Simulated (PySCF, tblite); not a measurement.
Isomers of C6H5FSi. Computed values, GFN2-xTB/tblite, gas phase, harmonic and unscaled. Against measured fundamentals such values can be off by several per cent, at times by over 20. Modes of hydrogen on silicon can be 10 to 20 % off. One conformer each.

Electronic energies: PBE0/pcSseg-1 single points on the GFN2-xTB geometries (PySCF, gas phase).

```tsv
SMILES	electronic energy, lowest = 0 (kJ/mol)
C#C/C=C(\C#C)[SiH2]F	0.0
C#C/C=C(\F)[SiH2]C#C	153.9
C#C[C@@H]1[C@@H](F)[Si@@H]1C#C	214.9
```

Q: How do GFN2-xTB zero-point energies change the relative energies?

A: 
```json
{"SMILES": "C#C/C=C(\\C#C)[SiH2]F", "ZPE (kJ/mol)": "204.4", "of it from modes above 1550 cm⁻¹": "122.9", "electronic (kJ/mol)": "0.0", "with ZPE, lowest = 0 (kJ/mol)": "0.0", "lowest mode (cm⁻¹)": "41", "rings": "0"}
{"SMILES": "C#C/C=C(\\F)[SiH2]C#C", "ZPE (kJ/mol)": "202.0", "of it from modes above 1550 cm⁻¹": "121.9", "electronic (kJ/mol)": "153.9", "with ZPE, lowest = 0 (kJ/mol)": "151.5", "lowest mode (cm⁻¹)": "34", "rings": "0"}
{"SMILES": "C#C[C@@H]1[C@@H](F)[Si@@H]1C#C", "ZPE (kJ/mol)": "210.6", "of it from modes above 1550 cm⁻¹": "117.4", "electronic (kJ/mol)": "214.9", "with ZPE, lowest = 0 (kJ/mol)": "221.2", "lowest mode (cm⁻¹)": "56", "rings": "1"}
```

The zero-point energies span 8.6 kJ/mol, from `C#C/C=C(\F)[SiH2]C#C` to `C#C[C@@H]1[C@@H](F)[Si@@H]1C#C`. The order is unchanged.

Q: And how do the electronic energies of GFN2-xTB itself compare?

A: `C#C/C=C(\C#C)[SiH2]F` 0.0; `C#C/C=C(\F)[SiH2]C#C` 210.3; `C#C[C@@H]1[C@@H](F)[Si@@H]1C#C` 278.6 kJ/mol, lowest = 0. Against the energies above, taken from the same isomer `C#C/C=C(\C#C)[SiH2]F`, the largest difference is 63.7 kJ/mol.

Q: What do entropy and thermal enthalpy add at 298.15 K and 1 bar (rigid rotor, harmonic oscillator, one conformer each)?

A: 
```csv
SMILES,point group,symmetry number,S (J/(mol K)),H − H(0) (kJ/mol),ZPE + H − H(0) − TS (kJ/mol)
C#C/C=C(\C#C)[SiH2]F,Cs,1,413.8,29.06,110.0
C#C/C=C(\F)[SiH2]C#C,Cs,1,418.0,29.38,106.8
C#C[C@@H]1[C@@H](F)[Si@@H]1C#C,C1,1,402.2,27.97,118.7
```
